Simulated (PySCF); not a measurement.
Several orderings of computed values.

Species are written as SMILES; each is one conformer at its optimised geometry, gas phase, non-relativistic unless stated; the electronic structure was computed with PySCF and density fitting.

Dipoles, sizes and rotational constants follow the conformer. The torsions of the flexible species, by atom-mapped SMILES:
- `[CH2:1]=[CH:2][CH2:3][Si@H:4](/[CH:5]=[CH:6]/[CH3:7])[NH:8][CH3:9]`: C1–C2–C3–Si4 -97°, C2–C3–Si4–C5 63°, C3–Si4–C5–C6 -82°, C3–Si4–N8–C9 177°
- `[CH:1]#[C:2][CH2:3]/[P:4]=[P:5]\[c:6]1[cH:7][cH:8][cH:9][s:10]1`: C2–C3–P4–P5 -159°, P4–P5–C6–C7 -79°
- `[CH3:1][S:2][C@@H:3]1[CH2:4][C:5]([SiH2:6][CH:7]=[O:8])=[CH:9][O:10]1`: C1–S2–C3–C4 60°, C4–C5–Si6–C7 -56°, C5–Si6–C7–O8 0°
- `[CH2:1]=[CH:2]/[C:3]([CH3:4])=[N:5]\[C@@H:6]([SiH3:7])[CH2:8][CH3:9]`: C1–C2–C3–C4 5°, C3–N5–C6–Si7 90°, N5–C6–C8–C9 67°
- `[CH2:1]=[CH:2][C@@:3]1([N:4]([CH3:5])[CH3:6])[SiH2:7][C@@H:8]1[CH3:9]`: C1–C2–C3–N4 169°, C2–C3–N4–C5 -59°
- `[CH3:1][c:2]1[cH:3][cH:4][cH:5][c:6]([CH3:7])[c:8]1[NH2:9]`: H–N9–C8–C6 -159°, H–N9–C8–C6 -24°
- `[CH3:1][CH2:2][CH2:3][c:4]1[cH:5][cH:6][n:7][cH:8][cH:9]1`: C1–C2–C3–C4 180°, C2–C3–C4–C5 89°
- `[CH3:1][CH2:2][P:3]([NH:4][CH3:5])[c:6]1[cH:7][cH:8][cH:9][s:10]1`: C1–C2–P3–N4 -71°, C2–P3–N4–C5 164°, C2–P3–C6–C7 165°
- `[CH3:1][C:2]([CH3:3])([CH3:4])[CH-:5][C:6]#[N:7]`: C1–C2–C5–C6 43°

The conformers of `C#C[C@@H]1C[C@@H]2CC[C@H]1N2`, `N#C[C@@H]1CC[C@H]2C[C@@H]1C2` and `C=C(C)[C@@H]1CCN([SiH3])C1` aren't listed.

Question: Rank by HOMO–LUMO gap, highest first (PBE0/pcSseg-1 at GFN2-xTB geometries).
A. `C#CC/P=P\c1cccs1`
B. `C#C[C@@H]1C[C@@H]2CC[C@H]1N2`
C. `C/C=C/[Si@H](NC)CC=C`
D. `C=C/C(C)=N\[C@@H]([SiH3])CC`
E. `C=C[C@@]1(N(C)C)[SiH2][C@@H]1C`
F. `N#C[C@@H]1CC[C@H]2C[C@@H]1C2`
G. `CS[C@@H]1CC([SiH2]C=O)=CO1`

Answer: F (9.30 eV), B (7.90 eV), C (6.44 eV), E (5.70 eV), D (5.60 eV), G (4.86 eV), A (3.91 eV).

Q: By how much do the two ends of that ranking differ?

A: By 5.39 eV, between `N#C[C@@H]1CC[C@H]2C[C@@H]1C2` and `C#CC/P=P\c1cccs1`.

Question: Rank by dipole moment, lowest first (PBE0/pcSseg-1 at GFN2-xTB geometries).
A. `C#CC/P=P\c1cccs1`
B. `C=C[C@@]1(N(C)C)[SiH2][C@@H]1C`
C. `CS[C@@H]1CC([SiH2]C=O)=CO1`
D. `Cc1cccc(C)c1N`
E. `C=C/C(C)=N\[C@@H]([SiH3])CC`
F. `C(=C\[Si@@H](CC=C)NC)/C`

Answer: B (0.43 D), F (1.42 D), E (1.59 D), D (1.88 D), A (2.81 D), C (3.34 D).

Question: Rank by HOMO energy, lowest first (PBE0/pcSseg-1 at GFN2-xTB geometries).
A. `C=C(C)[C@@H]1CCN([SiH3])C1`
B. `C=C[C@@]1(N(C)C)[SiH2][C@@H]1C`
C. `Cc1cccc(C)c1N`
D. `CCP(NC)c1cccs1`
E. `CCCc1ccncc1`
F. `C#C[C@@H]1C[C@@H]2CC[C@H]1N2`
G. `C1O[C@@H](CC=1[SiH2]C=O)SC`
H. `[C@H]12C[C@H]([C@@H](CC1)C#N)C2`

Answer: H (-8.54 eV), E (-7.24 eV), F (-6.85 eV), G (-6.42 eV), D (-6.29 eV), A (-6.10 eV), B (-5.93 eV), C (-5.74 eV).

Q: By how much do the two ends of that ranking differ?

A: By 2.80 eV, between `Cc1cccc(C)c1N` and `N#C[C@@H]1CC[C@H]2C[C@@H]1C2`.

Question: Rank by smallest rotational constant, lowest first (GFN2-xTB).
A. `CC(C)(C)[CH-]C#N`
B. `C=C[C@@]1(N(C)C)[SiH2][C@@H]1C`
C. `CCCc1ccncc1`
D. `C(/C(C)=N\[C@@H]([SiH3])CC)=C`
E. `C#CC/P=P\c1sccc1`
F. `CC1=CC=CC(C)=C1N`
G. `CS[C@@H]1CC([SiH2]C=O)=CO1`

Answer: E (0.463 GHz), G (0.547 GHz), D (0.693 GHz), C (0.786 GHz), F (1.013 GHz), B (1.072 GHz), A (1.681 GHz).
